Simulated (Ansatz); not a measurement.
Born–Oppenheimer molecular dynamics of CH$_{8}$SSn (11 atoms, charge 0, multiplicity 1). It starts at the highest image of a converged band. Of that band: Neighbouring images differ by up to 1.8 eV, so the band resolves the path poorly. A vibrational analysis at the climbing image gives one clearly imaginary mode, 1273i cm⁻¹: a first-order saddle point.

Computed with RKS PBE/def2-SVP (Ansatz).

```yaml
ensemble: NVE (velocity Verlet)
time_step: 0.5 fs
steps_asked: 200
starting_velocities_drawn_for: 100 K
seed: 4592
```

First frame:

```xyz
11
Properties=species:S:1:pos:R:3
Sn 0.244 0.146 0.024
C -0.031 0.063 2.482
H -1.127 -0.086 2.422
H 0.483 -0.912 2.590
H 0.166 0.636 3.416
H 1.794 -0.193 -0.666
H -0.848 1.195 -0.803
H -0.556 -1.415 0.143
S 1.389 2.516 1.157
H 2.599 1.916 1.339
H 0.610 1.196 1.933
```

(1) How far do the bonds stretch over the last three quarters of this one trajectory? (Pairs bonded in most of those frames.)

Answers

(1) 
```csv
bond,mean (Å),spread (Å),shortest,longest
Sn1–C2,2.217,0.110,2.04,2.35
Sn1–H6,1.734,0.006,1.72,1.74
Sn1–H7,1.730,0.007,1.72,1.74
Sn1–H8,1.748,0.020,1.72,1.80
C2–H3,1.109,0.010,1.09,1.13
C2–H4,1.108,0.013,1.08,1.14
C2–H5,1.108,0.016,1.08,1.14
S9–H10,1.360,0.005,1.35,1.37
S9–H11,1.388,0.064,1.29,1.49
```

Pairs bonded in part of these frames only: Sn1–S9 22 %.

Mean temperature of the second half: 1189 K. The conserved energy stayed within 0.086 meV per atom of its start (net change 0.011 meV per atom), so the integration is sound. The kinetic energy rose, since the run started high on the potential surface and went downhill. It ends in pieces (CH6Sn + H2S), so much of that is their flight and rotation, not heat. A run of 0.1 ps of so small a system gives no equilibrium averages. The orbitals stay closed-shell, which can raise the energy where a bond breaks towards radicals; this wasn't checked here.

Run time: 6.1 min on 2 threads of Arm Neoverse V1 (shared host), peak memory 0.13 GiB.
